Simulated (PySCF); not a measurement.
A GIAO shielding run with PySCF (density fitting, non-relativistic, gas phase) on `C#C[SiH2][C@H]1CCO[SiH2]1`, C₅H₁₀OSi₂:

```
$ OMP_NUM_THREADS=1 python probes_run.py task.json out

{"job": {"kind": "nmr", "xc": "PBE0", "basis": "pcSseg-1"}, "charge": 0, "multiplicity": 1}
C      3.745993     0.285348    -0.364056
C      2.776394    -0.412955    -0.228452
Si     1.242278    -1.430961    -0.015465
C     -0.118039    -0.267877     0.613865
C     -0.349845     0.934163    -0.306663
C     -1.717375     1.516669     0.049426
O     -2.615207     0.461784     0.303693
Si    -1.900978    -0.930185     0.777674
H      4.600664     0.888316    -0.482301
H      0.891969    -1.988789    -1.327595
H      1.503140    -2.486345     0.970368
H      0.186127     0.109305     1.596470
H      0.432646     1.688226    -0.211467
H     -0.376719     0.601628    -1.346978
H     -1.647227     2.138778     0.949805
H     -2.131504     2.123559    -0.760834
H     -2.256675    -1.976103    -0.175819
H     -2.274401    -1.248245     2.152392
```

Hardware: 1 thread of an Arm Neoverse N1, shared host. The job also computes population analyses, field gradients, ring-centre shieldings.

Question: How large is the calculation?

Answer: 76 electrons, 200 basis functions and 1082 auxiliary functions.

Question: How long does it take, and how much memory does it need?

Answer: 67 s of wall time, with 15 SCF cycles and 5 response iterations; peak memory 0.9 GiB. Times on a shared host scatter by some tens of per cent.
